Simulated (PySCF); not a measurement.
# Relaxation of quintet PtS₃

All numbers come from UPBE0/[Pt def2-SVP with ECP60, S def2-SVP], scalar-relativistic core potentials, density fitting, no spin–orbit coupling, PySCF. A (50,194) grid was used.

A start displaced from a saddle point along its imaginary mode, of Cs symmetry, held to at least that symmetry:

```xyz
4
charge 0 multiplicity 5, angstrom
Pt   -0.1311   -0.0471    0.0000
S     2.0171    0.2519   -0.0001
S    -0.4894    2.1586    0.0000
S    -0.7281   -2.1232    0.0000
```

Task: What does it relax to?

Result: It ends at C2v with Pt–S 2.138 Å, Pt–S 2.199 Å (×2); S–Pt–S 82.6°, S–Pt–S 138.7° (×2) (after a last refinement on a finer grid). The frequency run here used a shortcut that can spoil soft modes, so no verdict on minimum or saddle point is given.

Task: How much energy is released, and in how many steps?

Result: 9.9 kJ/mol in 10 steps.

Other spin states or occupations of the open shell can lie lower. No spin–orbit coupling is included, which matters more the heavier the element.
